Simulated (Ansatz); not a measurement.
Reaction (redistribution): `[CH3][Al]([OH])[Br]` + `BrB1CC1` → `[OH][Al]([Br])[Br]` + `CB1CC1`

Program: Ansatz. Geometries: PBE0-D4/def2-TZVP. ΔE: electronic, gas phase. CBS: MP2 limit from def2 TZ/QZ plus the TZ coupled-cluster correction, frozen cores. Functionals use def2-TZVPP. For Br outer-core shells are correlated without core-valence functions, which leaves a few kJ/mol of doubt a bond. Scalar relativity is left out up to krypton. Each species was taken in one conformer, which may not be the lowest.

`[CH3][Al]([OH])[Br]`:

Z-matrix (Å, degrees):
```
C
Al 1 1.930
H 1 1.093 2 110.8
H 1 1.092 2 111.3 3 120.8
H 1 1.093 2 110.8 3 -118.4
O 2 1.689 1 120.9 3 -121.0
Br 2 2.266 1 121.3 3 59.0
H 6 0.956 2 123.2 1 -180.0
```

`BrB1CC1`:

```xyz
8

Br    1.954   -1.799   -0.829
B     0.639   -0.588   -0.271
C    -0.646    0.156   -0.562
C     0.102    0.345    0.793
H    -0.648    0.999   -1.248
H    -1.600   -0.364   -0.533
H     0.575    1.307    0.967
H    -0.376   -0.056    1.682
```

`[OH][Al]([Br])[Br]`:

Cartesian coordinates in Å:
```
O 0.395 0.795 1.025
Al -0.005 -0.329 -0.155
Br -1.213 0.251 -1.949
Br 0.696 -2.429 0.101
H 0.128 1.712 0.979
```

`CB1CC1`:

Z-matrix (Å, degrees):
```
C
B 1 1.541
H 1 1.101 2 105.5
H 1 1.092 2 114.1 3 116.3
H 1 1.092 2 114.0 3 -116.1
C 2 1.527 1 149.6 3 -86.8
C 2 1.527 1 149.5 3 85.8
H 6 1.087 2 120.4 1 69.8
H 6 1.087 2 120.2 1 -78.4
H 7 1.087 2 120.2 1 78.4
H 7 1.087 2 120.4 1 -69.8
```

```
             level  ΔE (eV)
         revPBE-D4    -0.72
            B2PLYP    -0.77
           r2SCAN0    -0.83
             BHLYP    -0.86
         CAM-B3LYP    -0.80
  CCSD(T)/def2-SVP    -0.78
SCS-MP2/def2-TZVPP    -0.77
      HF/CBS(def2)    -0.97
```

**Question.** What does CCSD(T)/CBS give? (Best estimate.)

**Answer.** The calculation gave: -0.79 eV. The listed levels differ from it by 0.07, 0.02, -0.04, -0.07, -0.01, 0.01, 0.02, -0.18 eV.

Largest T1 diagnostic among the species: 0.010.

From r2SCAN to r2SCAN0 (25 % exact exchange), in def2-TZVPP and without D4, ΔE moves by −0.04 eV. Leaving LDA and LC-ωPBE aside and taking each functional with its dispersion term where it has one, the values, not all of them listed here, spread over 0.16 eV, from BHLYP-D4 to PBE-D4. In def2-TZVPP, CCSD(T) changes the Hartree–Fock value by +0.21 eV (the triples alone add +0.03 eV) and MP2 by +0.21 eV.
